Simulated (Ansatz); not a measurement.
Ge(OAc)2H2 (C4H8GeO4). Total charge 0; singlet. Geometry r2SCAN-D4/def2-SVP; atoms count from 1.

```xyz
17

Ge   -0.808   -0.368    0.010
O     0.863   -0.914    0.597
C     0.718   -2.123    1.128
C     1.983   -2.722    1.664
O    -0.381   -2.660    1.156
H     1.789   -3.727    2.056
H     2.386   -2.075    2.457
H     2.741   -2.760    0.867
O    -0.135    1.246   -0.605
C    -1.152    1.925   -1.124
C    -0.784    3.268   -1.678
O    -2.278    1.449   -1.127
H    -1.674    3.773   -2.069
H    -0.035    3.142   -2.475
H    -0.313    3.875   -0.891
H    -1.698   -0.111    1.212
H    -1.221   -1.218   -1.178
```

(1) Estimate the Mulliken populations from the PBE0/def2-TZVP orbitals of Ansatz.

(2) And the Mayer bond orders between heavy atoms (over 0.3)?

Results:

(1) 
```tsv
atom	charge (e)
Ge1	0.50
O2	-0.36
C3	0.36
C4	-0.37
O5	-0.37
H6	0.15
H7	0.15
H8	0.15
O9	-0.36
C10	0.36
C11	-0.37
O12	-0.37
H13	0.15
H14	0.15
H15	0.15
H16	0.05
H17	0.05
```
Mulliken values depend strongly on the basis.

(2) Ge1–O2 0.79 (1.85 Å); Ge1–O9 0.79 (1.85 Å); O2–C3 1.24 (1.33 Å); C3–C4 1.00 (1.50 Å); C3–O5 1.87 (1.22 Å); O9–C10 1.24 (1.33 Å); C10–C11 1.00 (1.50 Å); C10–O12 1.87 (1.22 Å).
